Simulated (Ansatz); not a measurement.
Input file for AlGaH4SSi (`[AlH]1[SiH2][GaH][S]1`):

```yaml
crystal:
  periodic: [false, false, false]
  atoms:
    - {symbol: Al, position_ang: [-0.483649, 1.052050, -1.188941]}
    - {symbol: Si, position_ang: [0.923211, 0.467742, 0.716976]}
    - {symbol: Ga, position_ang: [-0.462068, -1.492119, 0.464280]}
    - {symbol: S, position_ang: [-1.590532, -0.832706, -1.366769]}
    - {symbol: H, position_ang: [-0.745649, 2.283294, -2.150450]}
    - {symbol: H, position_ang: [0.810868, 1.203683, 2.008303]}
    - {symbol: H, position_ang: [2.367680, 0.209088, 0.448765]}
    - {symbol: H, position_ang: [-0.819862, -2.891022, 1.067835]}
basis:
  gaussian: {orbitals: def2-SVP}
correlation: {method: ccsd_t}
```

```sh
$ ansatz run in.yaml --threads 4 --pin off --events-out ev --progress --plain
```

The program prints (abridged):

```
Functional definition: HF
1013 factors; integrals over basis functions are off by at most 1.2e-3 eV
mean field evaluation 1: about -77645.5233 eV, gradient 1.9e1 eV
mean field evaluation 2: about -77645.5282 eV, gradient 1.9e1 eV
mean field evaluation 4: about -77647.2177 eV, gradient 2.8e0 eV
mean field evaluation 8: about -77647.2542 eV, gradient 1.5e-4 eV
mean field -77647.25424532 eV, -2853.4839623162 hartree, gradient 1.1e-6 eV, S^2 0.000000; 0 other end points of the search recorded, 0 dependent functions left out
24 core orbitals not correlated: weight in the atoms' cores, before any rotation towards them, 1.000 or more for the frozen orbitals, at most 0.000 for the correlated occupied ones
reference -77647.25424532 eV, -2853.4839623162 hartree; 15, 15 occupied and 67, 67 virtual orbitals, 1013 factors
second order -13.39196792 eV of doubles, -0.00000000 eV of singles
cycle   1  -13.77902154 eV  change   -3.9e-1 eV  update   1.1e-1
cycle   2  -14.33658492 eV  change   -5.6e-1 eV  update   3.6e-2
cycle   3  -14.42496267 eV  change   -8.8e-2 eV  update   1.9e-2
cycle   4  -14.41525419 eV  change    9.7e-3 eV  update   5.2e-3
cycle   5  -14.41430108 eV  change    9.5e-4 eV  update   2.0e-3
cycle   6  -14.41380140 eV  change    5.0e-4 eV  update   7.3e-4
cycle   7  -14.41364179 eV  change    1.6e-4 eV  update   2.5e-4
cycle   8  -14.41373468 eV  change   -9.3e-5 eV  update   9.2e-5
cycle   9  -14.41375202 eV  change   -1.7e-5 eV  update   2.9e-5
perturbative correction -0.53810807 eV, -0.0197751068 hartree
Total energy: -77662.20610541 eV, -2854.0334330399 hartree
```

Run time 6 s (4 threads of a server CPU on a shared host); peak host memory 0.37 GiB.

Correlation energy per correlated electron: -0.498 eV. T1 diagnostic: 0.0152.
